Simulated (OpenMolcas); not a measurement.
Multiconfigurational calculation on V3+

V3+ with 6 ligands (ammonia) in trigonal antiprismatic coordination (S6) at 2.06 Å, a polar angle of 59.1° against the regular 54.74°. Ligand basis ANO-RCC-VDZP.

Input:

```
&GATEWAY
Coord
25

V 0.0 0.0 0.0
N 0.000000 1.767881 1.057449
H -0.945728 2.095796 1.253590
H 0.472864 1.675371 1.956472
H 0.472864 2.516221 0.550708
N -1.531030 -0.883940 1.057449
H -1.342149 -1.866922 1.253590
H -2.415544 -0.848598 0.550708
H -1.687346 -0.428173 1.956472
N 1.531030 -0.883940 1.057449
H 2.287876 -0.228873 1.253590
H 1.214482 -1.247197 1.956472
H 1.942680 -1.667622 0.550708
N 0.000000 -1.767881 -1.057449
H 0.945728 -2.095796 -1.253590
H -0.472864 -1.675371 -1.956472
H -0.472864 -2.516221 -0.550708
N 1.531030 0.883940 -1.057449
H 1.342149 1.866922 -1.253590
H 2.415544 0.848598 -0.550708
H 1.687346 0.428173 -1.956472
N -1.531030 0.883940 -1.057449
H -2.287876 0.228873 -1.253590
H -1.214482 1.247197 -1.956472
H -1.942680 1.667622 -0.550708
Basis=V.ANO-RCC-VDZP,H.ANO-RCC-VDZP,N.ANO-RCC-VDZP
Group=XYZ
NoMove
AngMom=0.0 0.0 0.0
AMFI
RICD
&SEWARD
* reference wave functions (RASSCF and RASSI steps not shown): 2 electrons in 5 orbitals (3d)
>>> COPY JOB001 $Project.JobIph
&CASPT2
Multistate=10 1 2 3 4 5 6 7 8 9 10
NoMult
Frozen=5 6
IPEA=0.25
Imaginary=0.1
MaxIter=60
WThr=0.0 0.3 0.05
PrWF=0.5
NoMix
>>> COPY JOB002 $Project.JobIph
&CASPT2
Multistate=15 1 2 3 4 5 6 7 8 9 10 11 12 13 14 15
NoMult
Frozen=5 6
IPEA=0.25
Imaginary=0.1
MaxIter=60
WThr=0.0 0.3 0.05
PrWF=0.5
NoMix
```

Launched by
```bash
OMP_NUM_THREADS=1 MOLCAS_MEM=2457 MOLCAS_PROJECT=a pymolcas a.inp > a.log  # once for each step of the input, in one work folder
```

Output, cut to the results:

```
--- CASPT2 ---
Orbital specifications:
      -----------------------

      Symmetry species                           1   2
                                                ag  au
      Frozen orbitals                            5   6
      Inactive orbitals                         13  15
      Active orbitals                            5   0
      Secondary orbitals                        79  85
      Deleted orbitals                           0   0
      Number of basis functions                102 106
Type of calculation                        SS-CASPT2
      Fock operator                              state-specific
      IPEA shift                                 0.25
      Real shift                                 0.00
      Imaginary shift                            0.10
      The input orbitals will be transformed to quasi-canonical
Reference energy:       -1284.8063368149
      E2 (Non-variational):      -1.5260710118
      Shift correction:          -0.0013955549
      E2 (Variational):          -1.5274665667
      Total energy:           -1286.3338033816
      Residual norm:              0.0000009104
      Reference weight:           0.70096
      Contributions to the CASPT2 correlation energy
      Active & Virtual Only:         -0.0054408753
      One Inactive Excited:          -0.1129001472
      Two Inactive Excited:          -1.4077299893
Reference energy:       -1284.8028097524
      E2 (Non-variational):      -1.5268474169
      Shift correction:          -0.0013984187
      E2 (Variational):          -1.5282458356
      Total energy:           -1286.3310555881
      Residual norm:              0.0000009409
      Reference weight:           0.70074
      Contributions to the CASPT2 correlation energy
      Active & Virtual Only:         -0.0058845724
      One Inactive Excited:          -0.1127339994
      Two Inactive Excited:          -1.4082288451
::    CASPT2 Root  1     Total energy:  -1286.33380338
::    CASPT2 Root  2     Total energy:  -1286.33105559
::    CASPT2 Root  3     Total energy:  -1286.33103571
::    CASPT2 Root  4     Total energy:  -1286.22867075
::    CASPT2 Root  5     Total energy:  -1286.22911239
::    CASPT2 Root  6     Total energy:  -1286.22853394
::    CASPT2 Root  7     Total energy:  -1286.18927360
::    CASPT2 Root  8     Total energy:  -1286.18922776
::    CASPT2 Root  9     Total energy:  -1286.18352604
::    CASPT2 Root 10     Total energy:  -1286.10822880
--- CASPT2 ---
Orbital specifications:
      -----------------------

      Symmetry species                           1   2
                                                ag  au
      Frozen orbitals                            5   6
      Inactive orbitals                         13  15
      Active orbitals                            5   0
      Secondary orbitals                        79  85
      Deleted orbitals                           0   0
      Number of basis functions                102 106
Type of calculation                        SS-CASPT2
      Fock operator                              state-specific
      IPEA shift                                 0.25
      Real shift                                 0.00
      Imaginary shift                            0.10
      The input orbitals will be transformed to quasi-canonical
Reference energy:       -1284.7431668975
      E2 (Non-variational):      -1.5426916499
      Shift correction:          -0.0014385210
      E2 (Variational):          -1.5441301709
      Total energy:           -1286.2872970683
      Residual norm:              0.0000005139
      Reference weight:           0.69752
      Contributions to the CASPT2 correlation energy
      Active & Virtual Only:         -0.0098910469
      One Inactive Excited:          -0.1177940811
      Two Inactive Excited:          -1.4150065219
Reference energy:       -1284.7431668938
      E2 (Non-variational):      -1.5427157980
      Shift correction:          -0.0014445704
      E2 (Variational):          -1.5441603684
      Total energy:           -1286.2873272622
      Residual norm:              0.0000006532
      Reference weight:           0.69737
      Contributions to the CASPT2 correlation energy
      Active & Virtual Only:         -0.0098928641
      One Inactive Excited:          -0.1178554527
      Two Inactive Excited:          -1.4149674812
::    CASPT2 Root  1     Total energy:  -1286.28729707
::    CASPT2 Root  2     Total energy:  -1286.28732726
::    CASPT2 Root  3     Total energy:  -1286.28581070
::    CASPT2 Root  4     Total energy:  -1286.28600741
::    CASPT2 Root  5     Total energy:  -1286.28614208
::    CASPT2 Root  6     Total energy:  -1286.22875240
::    CASPT2 Root  7     Total energy:  -1286.17956119
::    CASPT2 Root  8     Total energy:  -1286.17574157
::    CASPT2 Root  9     Total energy:  -1286.17586805
::    CASPT2 Root 10     Total energy:  -1286.16414574
::    CASPT2 Root 11     Total energy:  -1286.16418462
::    CASPT2 Root 12     Total energy:  -1286.16309134
::    CASPT2 Root 13     Total energy:  -1286.05682898
::    CASPT2 Root 14     Total energy:  -1286.05681314
::    CASPT2 Root 15     Total energy:  -1285.99941605
```

Spin-orbit levels above the lowest, with the averaged single-state CASPT2 energies on the diagonal:

```csv
E (cm-1),Degeneracy,2S+1,g
0,1,3,
17,2,3,0.00 0.00 3.69
550,2,3,0.00 0.00 1.97
680,2,3,0.00 0.00 1.75
750,1,3,
800,1,3,
10250,2,1,0.00 0.00 0.11
10520,2,1,0.00 0.00 0.84
10580,1,1,
23010,1,3,
23050,1,3,
23050,2,3,0.00 0.00 1.29
23100,1,1,
23100,2,3,0.00 0.00 4.64
23180,2,3,0.00 0.00 3.34
23190,1,3,
31690,1,3,
31700,1,3,
31770,2,3,0.00 0.00 1.39
31850,2,3,0.00 0.00 5.39
```

Roots that are degenerate in the reference are averaged as groups; the widest CASPT2 spread within a group is 97 cm-1 (the 2-fold group of multiplicity 3 near 23000 cm-1 above the lowest state of its run). Shifts and gaps below about the spread of the groups concerned are not significant. Over all roots computed the reference weight is 0.69 to 0.71; a low but even weight reflects the number of correlated electrons. The least metal-like active orbital is 84 % on the metal (Löwdin) and no ligand orbital is active, so the numbers are rough. Ligand-to-metal charge-transfer states are missing. With no ligand orbital active B as a rule stays too high, so bands that hang on it stand too high and its fall with covalency is understated. With one d shell and no ligand orbital active, 10Dq can be off by a tenth or more. No measured value stands beside these numbers; the geometry is a model, was not optimised and need not be the one that this ion takes.

The CASPT2 steps took 3.3 min on 1 thread of Arm Neoverse V2, with other jobs on the host; the integral step is not counted.

With an even number of electrons the g values are those of a degenerate or nearly degenerate non-Kramers pair.
